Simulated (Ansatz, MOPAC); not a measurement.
Potential energy curve for CH (cation, charge +1), singlet.

Computed with: PM3, restricted, heats of formation (MOPAC); UKS-BLYP = unrestricted BLYP/cc-pVTZ run with Ansatz (a quantum-chemistry and plane-wave program); FCI = full CI/cc-pVTZ, frozen core run with Ansatz.

Energies relative to the lowest point of each curve near equilibrium, in kcal/mol:

| R / Å | PM3 | UKS-BLYP |
|---|---|---|
| 0.86 | 26.2 | 42.8 |
| 0.91 | 14.3 | 25.9 |
| 1.02 | 1.4 | 5.8 |
| 1.18 | 3.0 | 0.3 |
| 1.19 | 3.6 | 0.5 |
| 1.33 | 14.6 | 6.9 |
| 1.73 | 60.3 | 37.1 |
| 1.88 | 79.2 | 47.5 |
| 2.05 | 98.1 | 57.4 |
| 3.09 | 158.7 | 74.4 |
| 3.45 | 166.7 | 75.1 |
| 3.97 | 173.2 | 74.7 |

### Question
Predict the corresponding FCI column.

### Answer
0.86: 41.6; 0.91: 24.7; 1.02: 4.9; 1.18: 0.7; 1.19: 1.0; 1.33: 8.8; 1.73: 42.8; 1.88: 54.2; 2.05: 65.2; 3.09: 93.4; 3.45: 95.2; 3.97: 96.0 (kcal/mol).

The restricted form behind PM3 keeps the bonding electrons paired and can't separate into open-shell fragments. The unrestricted determinant behind UKS-BLYP is spin-contaminated at 0.86 to 4.50 Å (<S²> up to 1.0, against 0.00 for a pure singlet).
